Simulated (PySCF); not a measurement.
Working with the constants of BeBr⁻

RHF-CCSD(T) constants of BeBr⁻, ¹Σ⁺ (singlet), closed shell (basis Be def2-SVPD, Br def2-SVPD; no relativity; PySCF 2.14; masses 9.0122 and 78.9183 u):

| Quantity | Value |
| --- | --- |
| ωe | 328.9 cm⁻¹ |
| ωexe | 6.27 cm⁻¹ |
| Be | 0.39771 cm⁻¹ |
| αe | 0.00877 cm⁻¹ |
| D (centrifugal) | 2.33e-06 cm⁻¹ |
| De to Be + Br⁻ | 0.69 eV |

Give the band origin of the fundamental and the first lines of its P and R branches.

ν0 = ωe − 2ωexe = 316.4 cm⁻¹, B0 = 0.39333, B1 = 0.38455 cm⁻¹.

```csv
J″,P(J″) − ν0,R(J″) − ν0
0,,0.769
1,-0.787,1.521
2,-1.591,2.254
3,-2.412,2.971
4,-3.251,3.669
5,-4.107,4.350
6,-4.981,5.012
```

Near which J would the R branch turn back, without centrifugal distortion?

At J ≈ (B0 + B1)/(2(B0 − B1)) − 1 ≈ 43.

Correlated steps freeze 9 core orbitals. Correlated levels converge slowly with the basis: in double zeta they bind strong bonds too weakly, by up to about 1 eV, and carry superposition errors of some tenths. For an ion De counts to the pair picked by the measured ionisation energies or electron affinities, which need not be the lowest pair at this level.
